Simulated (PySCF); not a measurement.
## Correlation energy of Ru⁻ (ruthenium, charge -1)

[Kr] 4d7 5s2, high-spin 4F determinant. Calculation: PySCF 2.14, in x2c-TZVPPall with one added diffuse shell each of s, p, d, f type (9s7p7d3f1g, 95 functions); scalar relativity by spin-free X2C-1e. Frozen: [Ar] 3d10; 17 electrons correlated.

MP2 pair energies summed by pair of shells (mhartree):

```
 pair   energy  share (%)
4p-4d  -169.21       32.7
4d-4d  -159.87       30.9
4p-4p   -62.79       12.1
4d-5s   -43.40        8.4
4s-4p   -28.29        5.5
4s-4d   -25.44        4.9
5s-5s   -14.11        2.7
4p-5s    -9.25        1.8
4s-4s    -4.64        0.9
4s-5s    -0.60        0.1
```

Total MP2 correlation energy: -517.60 mhartree.

Same-spin part -170.00 and opposite-spin part -347.60 mhartree; SCS-MP2 scales them by 1/3 and 6/5 to -473.79 mhartree.

The Hartree-Fock reference does not bind the outermost electron (its level is positive or very diffuse), so these energies belong to a reference that the basis holds together.

This basis was not built for core-valence correlation, so the inner-shell part is incomplete.
